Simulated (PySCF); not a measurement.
Compound: BCl2(CCH), C2HBCl2.
Structure used (PBE0-D3(BJ)/def2-SVP), in Å, numbered top down from 1:
```xyz
6
C2HBCl2 angstrom
B      0.5241    0.9079    0.0034
Cl     2.2709    0.9128    0.0580
Cl    -0.3402    2.4265   -0.0443
C     -0.2342   -0.4021   -0.0019
C     -0.8412   -1.4570   -0.0057
H     -1.3793   -2.3881   -0.0095
```

Theory: TDDFT wB97X-D/def2-SVPD, vertical, gas phase, core orbitals frozen in the response in PySCF.

Ground-to-excited transition dipoles (e·a0, same axes as the geometry; the sign carries no meaning), for the states with f of 0.002 or more among the lowest 10:

```
state  E (hartree)      μx      μy      μz
   S2       0.2038  -0.420  -0.725  -0.003
   S5       0.2436  -0.749   0.435  -0.029
   S7       0.2887   0.632   1.098   0.004
   S8       0.3014  -0.232   0.155  -0.009
   S9       0.3048   0.697   1.197   0.005
  S10       0.3131  -0.009   0.006   0.334
```

(1) Work out the oscillator strengths.

(2) Label these states by symmetry in C2v.

(3) All atoms lie in one plane. Which transitions are polarised in it and which across it?

(4) Which bond between heavy atoms lies closest to the direction of the S9 transition dipole?

(5) What angle do the transition dipoles of S7 and S8 make?

(6) How is the summed strength of these states shared among x, y and z?

(7) What peak molar absorption coefficient would the strongest computed level give as a lone Gaussian band 0.3 eV wide at half height?

Answers

(1) f = (2/3) ΔE |μ|² with ΔE in hartree (27.2114 eV).

```csv
state,|μ|² (au),|μ| (D),f
S2,0.702,2.13,0.095
S5,0.751,2.20,0.122
S7,1.607,3.22,0.309
S8,0.078,0.71,0.016
S9,1.919,3.52,0.390
S10,0.112,0.85,0.023
```

(2) The ground state is totally symmetric, so the direction of μ fixes the label. Polarised along the twofold axis, so A1: S2, S7 and S9. Polarised across the twofold axis, so B1 or B2: S5, S8 and S10. Which of B1 and B2 hangs on the choice of axes; S5 and S8 take one label and S10 the other.

(3) In the plane: S2, S5, S7, S8 and S9. Perpendicular: S10. In-plane polarisation joins two orbitals of the same parity under reflection in the plane (π with π, or σ with σ, in-plane lone pairs counted as σ); perpendicular polarisation joins orbitals of opposite parity.

(4) B1–C4 and C4–C5, at 0° from it; next B1–Cl2 and B1–Cl3 at 60°.

(5) |cos θ| = |μa·μb| / (|μa| |μb|) = 0.07, so θ ≈ 86° (taken between 0 and 90°, since the signs are arbitrary).

(6) (2/3) Σ ΔE μα² gives 0.302 for x, 0.630 for y and 0.023 for z, 0.956 in all.

(7) ε(max) = 2.175×10⁸ f / FWHM, with the width in cm⁻¹. S9: 2.175×10⁸ × 0.3899 / 2420 ≈ 35000 L mol⁻¹ cm⁻¹.

The run took 9.6 s on one thread, x86-64 server, shared host.
